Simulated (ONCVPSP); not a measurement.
# Ga: what ONCVPSP 4.0.1 does with a changed input

Command:

```bash
oncvpsp.x < Ga.dat > Ga.out
```

Input:

```
# ATOM AND REFERENCE CONFIGURATION
# atsym  z   nc   nv     iexc    psfile
  Ga 31.00    3    5  -001012      upf
#
#   n    l    f
    1    0    2.00
    2    0    2.00
    2    1    6.00
    3    0    2.00
    3    1    6.00
    3    2   10.00
    4    0    2.00
    4    1    1.00
#
# PSEUDOPOTENTIAL AND OPTIMIZATION
# lmax
    3
#
#   l,   rc,      ep,       ncon, nbas, qcut
    0    1.25    0.00    3    7    8.70
    1    1.35    0.00    3    8   10.40
    2    1.20    0.00    3    7   10.50
    3    1.20    0.20    5    8    8.10
#
# LOCAL POTENTIAL
# lloc, lpopt,  rc(5),   dvloc0
    2    5    1.20    0.00
#
# VANDERBILT-KLEINMAN-BYLANDER PROJECTORs
# l, nproj, debl
    0    2    3.40
    1    3    2.10
    2    0    3.70
    3    2    1.60
#
# MODEL CORE CHARGE
# icmod, fcfact, rcfact
    3    3.25    1.20
#
# LOG DERIVATIVE ANALYSIS
# epsh1, epsh2, depsh
    5.00   -7.00    0.04
#
# OUTPUT GRID
# rlmax, drl
    6.00    0.01
#
# TEST CONFIGURATIONS
# ncnf
    4
# nvcnf
#   n    l    f
    5
    3    0    2.00
    3    1    6.00
    3    2   10.00
    4    0    2.00
    4    1    0.00
#
    5
    3    0    2.00
    3    1    6.00
    3    2   10.00
    4    0    1.00
    4    1    0.00
#
    5
    3    0    2.00
    3    1    6.00
    3    2   10.00
    4    0    0.00
    4    1    0.00
#
    5
    3    0    2.00
    3    1    6.00
    3    2    9.00
    4    0    2.00
    4    1    2.00
#
```

This is an input that runs to its end, with one change: epsh1 and epsh2 swapped. The unchanged file is no sound one. Note: ghosts flagged at negative energy: s at -117.3 eV; no localised positive-energy state flagged. A true bound ghost makes a file unfit for plane-wave use.

How does the run end?

The program refuses the input: "test_data: must have epsh2 > epsh1".

```
ONCVPSP  (Optimized Norm-Conservinng Vanderbilt PSeudopotential)
scalar-relativistic version 4.0.1

test_data: must have epsh2 > epsh1
ERROR: test_data found   1 ERROR; stopping
```
